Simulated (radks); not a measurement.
The numbers below are computed, except where a source is named.
Problem. Lu11+, 60 electrons, occupied as [Kr] 4d10 4f12 5s2. Level of theory: scalar-relativistic Kohn-Sham, r2SCAN, spin-polarised, spherical densities, finite nucleus; open shells are filled with parallel spins first (spin-orbit coupling, left out, can overturn this in heavy ions); meta-GGA in the generalised Kohn-Sham scheme; Fermi nuclear charge, rms radius 5.37 fm (a radial shooting solver on a logarithmic mesh with Libxc functionals). Some entries of the table are withheld. Estimate them.

orbital,occ.,eigenvalue (hartree),<1/r> (bohr^-1)
1s down,1,-2334.327,82.19
1s up,1,-2334.327,82.19
2s up,1,-404.5023,19.20
2s down,1,-404.5020,19.20
2p up,3,-356.6778,17.56
2p down,3,-356.6774,17.56
3s up,1,-97.79292,7.107
3s down,1,-97.73825,7.110
3p up,3,-83.36835,6.597
3p down,3,-83.31363,6.600
3d up,5,-66.02324,6.236
3d down,5,-65.98153,6.238
4s up,1,-25.58613,3.004
4s down,1,-25.48230,3.002
4p up,3,-20.81376,2.745
4p down,3,-20.71220,2.743
4d up,5,-14.54698,2.445
4d down,5,-14.44636,2.443
5s up,1,-8.77036,1.290
5s down,1,-8.71958,1.284
4f up,7,-7.56917,(1)
4f down,5,-7.47052,(2)
5p up,0,-7.36980,1.156
5p down,0,-7.32950,1.150
6s up,0,-4.42431,0.6985
6s down,0,-4.40473,0.6964

Solution. 
(1) 4f up <1/r> (bohr^-1): 2.006
(2) 4f down <1/r> (bohr^-1): 1.999
